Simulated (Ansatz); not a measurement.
Geometry optimisation of the cluster Cu₅H₄.

```yaml
crystal:
  periodic: [false, false, false]
  atoms:
    - {symbol: Cu, position_ang: [-1.002070, 7.141240, -1.117770]}
    - {symbol: Cu, position_ang: [0.678940, -4.941360, 0.779390]}
    - {symbol: Cu, position_ang: [0.236890, -1.701860, 0.268630]}
    - {symbol: Cu, position_ang: [-0.197840, 1.502300, -0.238410]}
    - {symbol: Cu, position_ang: [-0.664660, 4.783270, -0.756200]}
    - {symbol: H, position_ang: [0.022940, -0.101460, 0.003270]}
    - {symbol: H, position_ang: [0.454840, -3.316690, 0.530980]}
    - {symbol: H, position_ang: [-0.424510, 3.114670, -0.486410]}
    - {symbol: H, position_ang: [0.895470, -6.480110, 1.016510]}
basis:
  gaussian: {orbitals: def2-SVP}
magnetization: {spin_polarized: true, initial_magnetization: 1}
hamiltonian: {xc: {name: B3LYP}, dispersion: d4}
scf: {lower_state_search: "off"}
output: {orbitals: {seedname: orbitals}}
relax: {f_tol: 0.02, max_steps: 100}
```

```sh
$ ansatz run in.yaml --threads 4 --pin off --events-out ev --progress --plain --max-ram 4787MiB
```

It prints (some lines left out):

```
Functional definition: B3LYP
mean field -223242.40893627 eV, -8204.0072092684 hartree, gradient 1.7e-6 eV, S^2 0.754394; 0 other end points of the search recorded, 0 dependent functions left out
relax step   1: F+E_penalty+E_count = -223242.73140886 eV  Δ(F+E_penalty+E_count) = +0.000e0 eV  max|allowed force component| = 6.384e-1 eV/Å  Δτ_max = 0.0000 Å  (54 SCF iters, accepted)
mean field -223242.58754742 eV, -8204.0137731068 hartree, gradient 2.8e-6 eV, S^2 0.754213; 0 other end points of the search recorded, 0 dependent functions left out
relax step   2: F+E_penalty+E_count = -223242.91548783 eV  Δ(F+E_penalty+E_count) = -1.841e-1 eV  max|allowed force component| = 3.083e-1 eV/Å  Δτ_max = 0.1948 Å  (36 SCF iters, accepted)
mean field -223242.68257194 eV, -8204.0172651939 hartree, gradient 2.7e-6 eV, S^2 0.754069; 0 other end points of the search recorded, 0 dependent functions left out
relax step   3: F+E_penalty+E_count = -223243.01707246 eV  Δ(F+E_penalty+E_count) = -1.016e-1 eV  max|allowed force component| = 1.794e-1 eV/Å  Δτ_max = 0.2000 Å  (35 SCF iters, accepted)
mean field -223242.80455546 eV, -8204.0217480054 hartree, gradient 2.1e-6 eV, S^2 0.754060; 0 other end points of the search recorded, 0 dependent functions left out
relax step   4: F+E_penalty+E_count = -223243.14316059 eV  Δ(F+E_penalty+E_count) = -1.261e-1 eV  max|allowed force component| = 3.050e-1 eV/Å  Δτ_max = 0.1950 Å  (33 SCF iters, accepted)
mean field -223242.98218623 eV, -8204.0282758159 hartree, gradient 2.3e-6 eV, S^2 0.754141; 0 other end points of the search recorded, 0 dependent functions left out
relax step   5: F+E_penalty+E_count = -223243.32479229 eV  Δ(F+E_penalty+E_count) = -1.816e-1 eV  max|allowed force component| = 4.041e-1 eV/Å  Δτ_max = 0.1962 Å  (34 SCF iters, accepted)
mean field -223243.18727270 eV, -8204.0358126044 hartree, gradient 3.0e-6 eV, S^2 0.754190; 0 other end points of the search recorded, 0 dependent functions left out
relax step   6: F+E_penalty+E_count = -223243.53760948 eV  Δ(F+E_penalty+E_count) = -2.128e-1 eV  max|allowed force component| = 5.190e-1 eV/Å  Δτ_max = 0.2000 Å  (33 SCF iters, accepted)
mean field -223243.38622115 eV, -8204.0431238253 hartree, gradient 2.7e-6 eV, S^2 0.754426; 0 other end points of the search recorded, 0 dependent functions left out
relax step   7: F+E_penalty+E_count = -223243.74309909 eV  Δ(F+E_penalty+E_count) = -2.055e-1 eV  max|allowed force component| = 4.017e-1 eV/Å  Δτ_max = 0.1990 Å  (32 SCF iters, accepted)
mean field -223243.54210909 eV, -8204.0488526013 hartree, gradient 2.9e-6 eV, S^2 0.754680; 0 other end points of the search recorded, 0 dependent functions left out
relax step   8: F+E_penalty+E_count = -223243.90762477 eV  Δ(F+E_penalty+E_count) = -1.645e-1 eV  max|allowed force component| = 2.128e-1 eV/Å  Δτ_max = 0.1970 Å  (32 SCF iters, accepted)
mean field -223243.63935205 eV, -8204.0524262142 hartree, gradient 1.6e-6 eV, S^2 0.754893; 0 other end points of the search recorded, 0 dependent functions left out
relax step   9: F+E_penalty+E_count = -223244.01283206 eV  Δ(F+E_penalty+E_count) = -1.052e-1 eV  max|allowed force component| = 1.734e-1 eV/Å  Δτ_max = 0.2000 Å  (35 SCF iters, accepted)
mean field -223243.70747142 eV, -8204.0549295550 hartree, gradient 1.8e-6 eV, S^2 0.755139; 0 other end points of the search recorded, 0 dependent functions left out
relax step  10: F+E_penalty+E_count = -223244.08811479 eV  Δ(F+E_penalty+E_count) = -7.528e-2 eV  max|allowed force component| = 1.121e-1 eV/Å  Δτ_max = 0.2000 Å  (35 SCF iters, accepted)
mean field -223243.73891178 eV, -8204.0560849666 hartree, gradient 2.6e-6 eV, S^2 0.755530; 0 other end points of the search recorded, 0 dependent functions left out
relax step  11: F+E_penalty+E_count = -223244.12708897 eV  Δ(F+E_penalty+E_count) = -3.897e-2 eV  max|allowed force component| = 1.045e-1 eV/Å  Δτ_max = 0.1937 Å  (35 SCF iters, accepted)
mean field -223243.75087334 eV, -8204.0565245461 hartree, gradient 1.8e-6 eV, S^2 0.755696; 0 other end points of the search recorded, 0 dependent functions left out
relax step  12: F+E_penalty+E_count = -223244.14337602 eV  Δ(F+E_penalty+E_count) = -1.629e-2 eV  max|allowed force component| = 2.579e-2 eV/Å  Δτ_max = 0.2000 Å  (35 SCF iters, accepted)
mean field -223243.75430542 eV, -8204.0566506726 hartree, gradient 2.3e-6 eV, S^2 0.755846; 0 other end points of the search recorded, 0 dependent functions left out
relax step  13: F+E_penalty+E_count = -223244.15050530 eV  Δ(F+E_penalty+E_count) = -7.129e-3 eV  max|allowed force component| = 9.015e-2 eV/Å  Δτ_max = 0.1986 Å  (34 SCF iters, accepted)
mean field -223243.75564814 eV, -8204.0567000169 hartree, gradient 1.6e-6 eV, S^2 0.755915; 0 other end points of the search recorded, 0 dependent functions left out
relax step  14: F+E_penalty+E_count = -223244.15545645 eV  Δ(F+E_penalty+E_count) = -4.951e-3 eV  max|allowed force component| = 5.823e-2 eV/Å  Δτ_max = 0.1949 Å  (36 SCF iters, accepted)
mean field -223243.75768013 eV, -8204.0567746909 hartree, gradient 6.2e-6 eV, S^2 0.755825; 0 other end points of the search recorded, 0 dependent functions left out
relax step  15: F+E_penalty+E_count = -223244.15755519 eV  Δ(F+E_penalty+E_count) = -2.099e-3 eV  max|allowed force component| = 3.080e-2 eV/Å  Δτ_max = 0.0957 Å  (31 SCF iters, accepted)
mean field -223243.75829415 eV, -8204.0567972557 hartree, gradient 5.1e-6 eV, S^2 0.755713; 0 other end points of the search recorded, 0 dependent functions left out
relax step  16: F+E_penalty+E_count = -223244.15857491 eV  Δ(F+E_penalty+E_count) = -1.020e-3 eV  max|allowed force component| = 1.325e-2 eV/Å  Δτ_max = 0.0855 Å  (33 SCF iters, accepted)
mean field -223243.75818275 eV, -8204.0567931620 hartree, gradient 4.9e-6 eV, S^2 0.755679; 0 other end points of the search recorded, 0 dependent functions left out
relax step  17: F+E_penalty+E_count = -223244.15883532 eV  Δ(F+E_penalty+E_count) = -2.604e-4 eV  max|allowed force component| = 9.066e-3 eV/Å  Δτ_max = 0.0418 Å  (34 SCF iters, accepted)
mean field -223243.75806940 eV, -8204.0567889965 hartree, gradient 5.1e-6 eV, S^2 0.755646; 0 other end points of the search recorded, 0 dependent functions left out
relax step  18: F+E_penalty+E_count = -223244.15914889 eV  Δ(F+E_penalty+E_count) = -3.136e-4 eV  max|allowed force component| = 9.112e-3 eV/Å  Δτ_max = 0.0459 Å  (33 SCF iters, accepted)
mean field -223243.75798409 eV, -8204.0567858614 hartree, gradient 1.7e-6 eV, S^2 0.755495; 0 other end points of the search recorded, 0 dependent functions left out
relax step  19: F+E_penalty+E_count = -223244.16001455 eV  Δ(F+E_penalty+E_count) = -8.657e-4 eV  max|allowed force component| = 3.837e-2 eV/Å  Δτ_max = 0.1923 Å  (35 SCF iters, accepted)
mean field -223243.75859339 eV, -8204.0568082526 hartree, gradient 5.1e-6 eV, S^2 0.755486; 0 other end points of the search recorded, 0 dependent functions left out
relax step  20: F+E_penalty+E_count = -223244.16054529 eV  Δ(F+E_penalty+E_count) = -5.307e-4 eV  max|allowed force component| = 2.642e-2 eV/Å  Δτ_max = 0.0178 Å  (34 SCF iters, accepted)
mean field -223243.76013007 eV, -8204.0568647248 hartree, gradient 8.9e-6 eV, S^2 0.755343; 0 other end points of the search recorded, 0 dependent functions left out
relax step  21: F+E_penalty+E_count = -223244.16202706 eV  Δ(F+E_penalty+E_count) = -1.482e-3 eV  max|allowed force component| = 2.648e-2 eV/Å  Δτ_max = 0.1293 Å  (30 SCF iters, accepted)
mean field -223243.76146330 eV, -8204.0569137197 hartree, gradient 1.2e-6 eV, S^2 0.755218; 0 other end points of the search recorded, 0 dependent functions left out
relax step  22: F+E_penalty+E_count = -223244.16261215 eV  Δ(F+E_penalty+E_count) = -5.851e-4 eV  max|allowed force component| = 5.165e-2 eV/Å  Δτ_max = 0.1536 Å  (36 SCF iters, accepted)
mean field -223243.76235408 eV, -8204.0569464553 hartree, gradient 2.8e-6 eV, S^2 0.755204; 0 other end points of the search recorded, 0 dependent functions left out
relax step  23: F+E_penalty+E_count = -223244.16370466 eV  Δ(F+E_penalty+E_count) = -1.093e-3 eV  max|allowed force component| = 3.361e-2 eV/Å  Δτ_max = 0.0104 Å  (28 SCF iters, accepted)
mean field -223243.76288902 eV, -8204.0569661140 hartree, gradient 5.3e-6 eV, S^2 0.755155; 0 other end points of the search recorded, 0 dependent functions left out
relax step  24: F+E_penalty+E_count = -223244.16467317 eV  Δ(F+E_penalty+E_count) = -9.685e-4 eV  max|allowed force component| = 3.358e-3 eV/Å  Δτ_max = 0.0429 Å  (33 SCF iters, accepted)
Total energy: -223244.16503129 eV, -8204.0717445700 hartree
Atom 0 at    -1.592762     4.889649    -1.586221 Å, force    -0.003358    -0.001932     0.001620 eV/Å
Atom 1 at     0.194538    -3.591492     0.617676 Å, force     0.000330    -0.000115    -0.001222 eV/Å
Atom 2 at    -0.005009    -1.213582     0.037626 Å, force     0.000190     0.000547    -0.001570 eV/Å
Atom 3 at     0.487415     1.198601    -0.075791 Å, force     0.002732     0.002705     0.001869 eV/Å
Atom 4 at    -0.460113     3.449401    -0.148219 Å, force     0.000918     0.001512    -0.001278 eV/Å
Atom 5 at     0.679218    -0.141726    -0.933169 Å, force     0.001025    -0.000638     0.001570 eV/Å
Atom 6 at    -0.737647    -2.273190     0.966816 Å, force    -0.000854     0.000295    -0.002390 eV/Å
Atom 7 at     0.452830     2.534540     0.797904 Å, force     0.000915    -0.002345    -0.001202 eV/Å
Atom 8 at     0.981530    -4.852202     0.323368 Å, force    -0.001899    -0.000029     0.002602 eV/Å
Dipole moment:    -0.459008     1.539429    -0.323750 e Å
Checks for a lower state left out: stability, starts, cluster_reference, orbital_swaps, neighbouring_geometries, increment
```

It took 3.9 min on 4 threads of Arm Neoverse V2 on a shared host, peak host memory 1.2 GiB.

The relaxation made no stability test and no search for a lower SCF solution. No other spin state of charge 0 was run. Another isomer (doublet) lies 2.75 eV lower at PBE0-D4/def2-TZVP; other spin states weren't run for this one.
